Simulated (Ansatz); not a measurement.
Basis sets compared for Ga₂F₄. Total charge 0; singlet. Geometry r2SCAN-D4/def2-SVP. Ansatz on 2 threads of AMD EPYC 7R13 on a shared host; times are rough, and most runs start from earlier orbitals.

```xyz
6

Ga   -0.034    0.243   -1.177
Ga    0.034   -0.242    1.178
F     0.925   -1.578    1.857
F    -1.233   -0.421   -2.255
F    -0.808    0.714    2.368
F     1.117    1.284   -1.971
```

The 6-31G sets use Cartesian d functions. The structure comes from a short search, and lower isomers may exist.

Binding counts from free atoms (Ga doublet, F doublet) in the same basis, without a counterpoise term.

```tsv
level	functions	energy (Eh)	HOMO (eV)	LUMO (eV)	binding per atom (eV)	wall time
HF/STO-3G	56	-4193.9710	-7.64	4.86	–	0.45 s
HF/6-31G	94	-4243.7345	-13.35	0.01	2.27	1 s
PBE-D4/def2-SVP	120	-4247.5113	-8.24	-3.06	3.70	1.5 s
PBE-D4/def2-TZVP	220	-4248.5113	-8.45	-3.24	3.65	2.9 s
PBE0-D4/def2-SVP	120	-4247.5803	-9.79	-2.37	3.51	2.4 s
PBE0-D4/def2-TZVP	220	-4248.5772	-9.90	-2.47	3.48	6.5 s
ωB97X-V/def2-TZVP	220	-4248.9700	-12.15	-0.49	3.58	12 s
```

(1) Estimate the rows for PBE-D4/def2-TZVPD, PBE0-D4/def2-TZVPD, ωB97X-V/def2-TZVPD.

## Answers

(1) 
| level | functions | energy (Eh) | HOMO (eV) | LUMO (eV) | binding per atom (eV) | wall time |
| --- | --- | --- | --- | --- | --- | --- |
| PBE-D4/def2-TZVPD | 268 | -4248.5173 | -8.54 | -3.34 | 3.65 | 4.4 s |
| PBE0-D4/def2-TZVPD | 268 | -4248.5822 | -9.97 | -2.53 | 3.49 | 10 s |
| ωB97X-V/def2-TZVPD | 268 | -4248.9755 | -12.23 | -0.56 | 3.58 | 17 s |
